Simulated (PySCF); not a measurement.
3-silyloxypropanenitrile (C3H7NOSi), SMILES N#CCCO[SiH3]. The structure is a stationary point at PBE-D3(BJ)/def2-SVP. Other conformers were not sampled.

**Question.** Give the equilibrium geometry at PBE-D3(BJ)/def2-SVP (PySCF confirms it by a frequency run) as Cartesian coordinates in Å, and its point group. (The exact figures need the calculation; the answer reports its results.)

**Answer.** This is not unique; one that fits is point group Cs.
```xyz
13

N     -0.5515    -3.6513     0.0000
C      0.0244    -2.6316     0.0000
C      0.7073    -1.3411     0.0000
C     -0.2670    -0.1523     0.0000
O      0.5035     1.0309     0.0000
Si    -0.1922     2.5694     0.0000
H      1.3658    -1.2702    -0.8913
H      1.3658    -1.2702     0.8913
H     -0.9272    -0.2135     0.8975
H     -0.9272    -0.2135    -0.8975
H     -1.0488     2.7645     1.2246
H     -1.0488     2.7645    -1.2246
H      0.9558     3.5291     0.0000
```
